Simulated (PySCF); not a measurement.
PySCF input (M06-2X/def2-TZVPD):

```python
from pyscf import gto, scf, dft

mol = gto.M(
    atom='''
    Cl    1.67396132    0.34604040   -0.06080254
    C     0.60093478   -0.99847587   -0.02298582
    C    -0.72031732   -0.91602633    0.02537229
    Cl   -1.61799549    0.55146701    0.05968378
    H     1.09109596   -1.96072980   -0.04188706
    H    -1.32621992   -1.80988304    0.04658721
    ''',
    basis='def2-tzvpd',
    charge=0,
    spin=0,
    verbose=4,
)

mf = dft.RKS(mol, xc='m062x').density_fit(auxbasis='def2-universal-jkfit')
mf.grids.level = 4
mf.conv_tol = 1e-9
mf.max_cycle = 100
mf.max_memory = 1500
mf.kernel()
if not mf.converged:
    mf = mf.newton()
    mf.kernel(mf.make_rdm1())
mf.analyze()
```

Output:

```
PySCF version 2.14.0

[INPUT] verbose = 4
[INPUT] num. atoms = 6
[INPUT] num. electrons = 48
[INPUT] charge = 0
[INPUT] spin (= nelec alpha-beta = 2S) = 0
[INPUT] symmetry False subgroup None
[INPUT] Mole.unit = angstrom
[INPUT] Symbol           X                Y                Z      unit          X                Y                Z       unit  Magmom
[INPUT]  1 Cl     1.673961320000   0.346040400000  -0.060802540000 AA    3.163328437915   0.653921584035  -0.114900148278 Bohr   0.0
[INPUT]  2 C      0.600934780000  -0.998475870000  -0.022985820000 AA    1.135602152926  -1.886845936287  -0.043436904549 Bohr   0.0
[INPUT]  3 C     -0.720317320000  -0.916026330000   0.025372290000 AA   -1.361202457581  -1.731038886590   0.047946679253 Bohr   0.0
[INPUT]  4 Cl    -1.617995490000   0.551467010000   0.059683780000 AA   -3.057568346881   1.042121615633   0.112785998279 Bohr   0.0
[INPUT]  5 H      1.091095960000  -1.960729800000  -0.041887060000 AA    2.061872540019  -3.705242326273  -0.079155071563 Bohr   0.0
[INPUT]  6 H     -1.326219920000  -1.809883040000   0.046587210000 AA   -2.506192429743  -3.420183263095   0.088037067808 Bohr   0.0

nuclear repulsion = 184.88427080291
number of shells = 68
number of NR pGTOs = 270
number of NR cGTOs = 184
basis = def2-tzvpd
ecp = {}

******** <class 'pyscf.df.df_jk.DFRKS'> ********
method = DFRKS
initial guess = minao
damping factor = 0
level_shift factor = 0
DIIS = <class 'pyscf.scf.diis.CDIIS'>
diis_start_cycle = 1
diis_space = 8
diis_damp = 0
SCF conv_tol = 1e-09
SCF conv_tol_grad = None
SCF max_cycles = 100
direct_scf = False
XC library pyscf.dft.libxc version 7.1.2
    S. Lehtola, C. Steigemann, M. J. T. Oliveira, and M. A. L. Marques,  SoftwareX 7, 1–5 (2018)
XC functionals = m062x
    Y. Zhao and D. G. Truhlar,  Theor. Chem. Acc. 120, 215 (2008)
    Y. Zhao and D. G. Truhlar,  Theor. Chem. Acc. 120, 215 (2008)
radial grids:
    Treutler-Ahlrichs [JCP 102, 346 (1995); DOI:10.1063/1.469408] (M4) radial grids

becke partition: Becke, JCP 88, 2547 (1988); DOI:10.1063/1.454033
pruning grids: <function nwchem_prune>
grids dens level: 4
symmetrized grids: False
atomic radii adjust function: <function treutler_atomic_radii_adjust>
small_rho_cutoff = 0
Set gradient conv threshold to 3.16228e-05
Initial guess from minao.
tot grids = 146016
******** <class 'pyscf.df.df.DF'> ********
auxbasis = def2-universal-jkfit
init E= -998.32810947172
  HOMO = -0.268851814048521  LUMO = -0.0289439072563427  gap/eV = 6.52823
cycle= 1 E= -997.751782657324  delta_E= 0.576  |g|= 0.305  |ddm|= 2.17
  HOMO = -0.327242801101839  LUMO = -0.0254618362438509  gap/eV = 8.21188
[...]
cycle= 9 E= -997.780421099919  delta_E= -4.57e-10  |g|= 1.15e-05  |ddm|= 8.4e-05
  HOMO = -0.317834508781257  LUMO = 0.0112905746942449  gap/eV = 8.95595
Extra cycle  E= -997.780421099935  delta_E= -1.57e-11  |g|= 7.89e-06  |ddm|= 2.38e-05
converged SCF energy = -997.780421099935
**** SCF Summaries ****
Total Energy =                        -997.780421099935097
Nuclear Repulsion Energy =             184.884270802909555
One-electron Energy =                -1742.149219087711572
Two-electron Energy =                  559.484527184866920
Two-electron Coulomb Energy =          627.530175411725622
DFT Exchange-Correlation Energy =      -68.045648226858646
HOMO-LUMO gap [eV] =                     8.955949695316596
**** MO energy ****
MO #1   energy= -102.660842965271  occ= 2
MO #2   energy= -102.660838370496  occ= 2
MO #3   energy= -10.6168355076384  occ= 2
MO #4   energy= -10.6156634934372  occ= 2
MO #5   energy= -9.82310559709383  occ= 2
MO #6   energy= -9.82309988096569  occ= 2
MO #7   energy= -7.54518494184093  occ= 2
MO #8   energy= -7.54517820734578  occ= 2
MO #9   energy= -7.54011066168457  occ= 2
MO #10  energy= -7.54010314262635  occ= 2
MO #11  energy= -7.53972542437872  occ= 2
MO #12  energy= -7.53972300742413  occ= 2
MO #13  energy= -1.00825776714202  occ= 2
MO #14  energy= -0.959078268148044 occ= 2
MO #15  energy= -0.839031347102271 occ= 2
MO #16  energy= -0.662495159999153 occ= 2
MO #17  energy= -0.592742261120826 occ= 2
MO #18  energy= -0.532925795967884 occ= 2
MO #19  energy= -0.472061148655364 occ= 2
MO #20  energy= -0.471785465660469 occ= 2
MO #21  energy= -0.415578380948248 occ= 2
MO #22  energy= -0.394549031362209 occ= 2
MO #23  energy= -0.383736780049593 occ= 2
MO #24  energy= -0.317834508781257 occ= 2
MO #25  energy= 0.0112905746942449 occ= 0
MO #26  energy= 0.0119886609603931 occ= 0
MO #27  energy= 0.0202572229926561 occ= 0
MO #28  energy= 0.0265190455836069 occ= 0
MO #29  energy= 0.0406212701758475 occ= 0
MO #30  energy= 0.0454354011166479 occ= 0
MO #31  energy= 0.0574421306859738 occ= 0
MO #32  energy= 0.0667849902632697 occ= 0
MO #33  energy= 0.0759351291904258 occ= 0
MO #34  energy= 0.0874712938879726 occ= 0
MO #35  energy= 0.0981919628735105 occ= 0
MO #36  energy= 0.13435442047409   occ= 0
MO #37  energy= 0.138991258527351  occ= 0
MO #38  energy= 0.145017053079406  occ= 0
MO #39  energy= 0.156343121859841  occ= 0
MO #40  energy= 0.190992452666307  occ= 0
MO #41  energy= 0.205531337772911  occ= 0
MO #42  energy= 0.207887785704673  occ= 0
MO #43  energy= 0.217455592338361  occ= 0
MO #44  energy= 0.219522119258375  occ= 0
MO #45  energy= 0.221353064608385  occ= 0
MO #46  energy= 0.237167298850535  occ= 0
MO #47  energy= 0.247010205603413  occ= 0
MO #48  energy= 0.268199819589726  occ= 0
MO #49  energy= 0.279266681130522  occ= 0
MO #50  energy= 0.285455585736463  occ= 0
MO #51  energy= 0.288324173933433  occ= 0
MO #52  energy= 0.296834141676255  occ= 0
MO #53  energy= 0.310666857777237  occ= 0
MO #54  energy= 0.312124526005041  occ= 0
MO #55  energy= 0.321981790756745  occ= 0
MO #56  energy= 0.322519789953092  occ= 0
MO #57  energy= 0.339952368977469  occ= 0
MO #58  energy= 0.352197279935477  occ= 0
MO #59  energy= 0.361136265607905  occ= 0
MO #60  energy= 0.371844910478981  occ= 0
MO #61  energy= 0.381503217356176  occ= 0
MO #62  energy= 0.399487328948573  occ= 0
MO #63  energy= 0.420578168759053  occ= 0
MO #64  energy= 0.436653228898649  occ= 0
MO #65  energy= 0.459990337948134  occ= 0
MO #66  energy= 0.471187278506316  occ= 0
MO #67  energy= 0.48453502546273   occ= 0
MO #68  energy= 0.5201614854069    occ= 0
MO #69  energy= 0.532815507758935  occ= 0
MO #70  energy= 0.562265303320307  occ= 0
MO #71  energy= 0.569730536710968  occ= 0
MO #72  energy= 0.570238673106098  occ= 0
MO #73  energy= 0.597411715354305  occ= 0
MO #74  energy= 0.629286754789833  occ= 0
MO #75  energy= 0.63139478519133   occ= 0
MO #76  energy= 0.645178572617197  occ= 0
MO #77  energy= 0.656617779419824  occ= 0
MO #78  energy= 0.670242132737304  occ= 0
MO #79  energy= 0.673262532158577  occ= 0
MO #80  energy= 0.685856585838792  occ= 0
MO #81  energy= 0.701302334442509  occ= 0
MO #82  energy= 0.702652851923048  occ= 0
MO #83  energy= 0.721965619150626  occ= 0
MO #84  energy= 0.729353490378091  occ= 0
MO #85  energy= 0.736281482862264  occ= 0
MO #86  energy= 0.773277092574468  occ= 0
MO #87  energy= 0.787792080207503  occ= 0
MO #88  energy= 0.823835438300616  occ= 0
MO #89  energy= 0.828735511139564  occ= 0
MO #90  energy= 0.838070985187916  occ= 0
MO #91  energy= 0.845937170511074  occ= 0
MO #92  energy= 0.895276575471065  occ= 0
MO #93  energy= 0.97140663131837   occ= 0
MO #94  energy= 1.00175229134201   occ= 0
MO #95  energy= 1.02986452558142   occ= 0
MO #96  energy= 1.05619923671003   occ= 0
MO #97  energy= 1.08744776119476   occ= 0
MO #98  energy= 1.2107307870264    occ= 0
MO #99  energy= 1.24258919437327   occ= 0
MO #100 energy= 1.29095682315333   occ= 0
MO #101 energy= 1.36073979232687   occ= 0
MO #102 energy= 1.3788606951301    occ= 0
MO #103 energy= 1.47392513677249   occ= 0
MO #104 energy= 1.51882468165943   occ= 0
MO #105 energy= 1.54410627312658   occ= 0
MO #106 energy= 1.69339863517949   occ= 0
MO #107 energy= 1.77032239015455   occ= 0
[...]
```
